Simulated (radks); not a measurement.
Task: Gd, 64 electrons, occupied as [Xe] 4f5.75 5d1 6s2 6p1.25 (fractional occupations, a model configuration). All-electron calculation, scalar-relativistic Kohn-Sham, LDA (Slater exchange, Perdew-Wang correlation), spin-unpolarised, spherical densities, point nucleus. Program: a radial shooting solver on a logarithmic mesh with Libxc functionals. Some entries of the table are withheld. Estimate them.

orbital,occ.,eigenvalue (eV),<r^2> (bohr^2),<1/r> (bohr^-1)
1s,2,-50071.21,0.0006556,71.61
2s,2,-8280.870,0.01029,(1)
2p,6,-7373.666,0.008288,15.51
3s,2,-1847.941,0.06840,6.091
3p,6,-1566.922,0.06854,5.729
3d,10,-1195.073,0.05756,5.438
4s,2,-383.4153,(2),2.579
4p,6,-290.4641,0.3873,2.373
4d,10,-161.8047,0.4626,(3)
5s,2,-58.6905,1.891,1.027
5p,6,-34.9639,2.535,0.8781
4f,5.75,-21.6903,0.8101,1.597
5d,1,-7.0543,(4),0.5796
6s,2,-6.3633,13.89,0.3620
6p,1.25,-2.5739,25.16,0.2682

Result: 
(1) 2s <1/r> (bohr^-1): 16.61
(2) 4s <r^2> (bohr^2): 0.3438
(3) 4d <1/r> (bohr^-1): 2.097
(4) 5d <r^2> (bohr^2): 6.004
